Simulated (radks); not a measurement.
Species: neutral lutetium. Configuration: [Xe] 4f14 5d1 6s2.

Calculated with a radial shooting solver on a logarithmic mesh with Libxc functionals: Dirac Kohn-Sham, PW91, spin-unpolarised, spherical densities, finite nucleus; open shells are shared between the two j in proportion to 2j + 1; Fermi nuclear charge, rms radius 5.37 fm.

Energy parts (eV):
part                      energy
total                 -396762.10
kinetic                442121.34
electron-nucleus      -986513.63
Hartree                155893.17
exchange-correlation    -8262.98

Orbitals (lengths in bohr, moments of r in powers of bohr; <r^-3> diverges for s and p1/2):
orbital,occ.,eigenvalue (eV),<r^-3>,<r>,small-component weight
1s1/2,2,-63149.11,-,0.01932,7.11e-02
2s1/2,2,-10743.41,-,0.08124,1.60e-02
2p1/2,2,-10256.41,-,0.06740,1.61e-02
2p3/2,4,-9138.605,14150,0.07501,1.46e-02
3s1/2,2,-2434.557,-,0.2122,5.22e-03
3p1/2,2,-2218.650,-,0.2020,5.16e-03
3p3/2,4,-1980.239,3145,0.2162,4.75e-03
3d3/2,4,-1612.930,539.8,0.1898,4.63e-03
3d5/2,6,-1560.876,465.6,0.1942,4.52e-03
4s1/2,2,-484.5728,-,0.4779,1.69e-03
4p1/2,2,-396.5872,-,0.4849,1.61e-03
4p3/2,4,-342.3201,715.7,0.5176,1.45e-03
4d3/2,4,-197.4919,106.1,0.5409,1.26e-03
4d5/2,6,-187.5850,89.69,0.5524,1.22e-03
5s1/2,2,-60.9540,-,1.172,3.46e-04
5p1/2,2,-36.6435,-,1.316,2.73e-04
5p3/2,4,-29.7580,88.47,1.431,2.32e-04
4f5/2,6,-10.5006,14.30,0.7162,7.76e-04
4f7/2,8,-8.9773,13.59,0.7326,7.55e-04
6s1/2,2,-4.7022,-,3.637,3.45e-05
5d3/2,0.4,-1.9999,3.653,2.821,6.67e-05
5d5/2,0.6,-1.6813,2.829,3.002,5.95e-05

The highest occupied level is 5d5/2 at -1.681 eV. The electron density at the nucleus is 1.111e+06 e/bohr^3.

Run on one thread of a shared host, so times are rough (Arm Neoverse N1): 0.26 s of CPU time, 0.26 s wall, 16 iterations on 2440 mesh points.
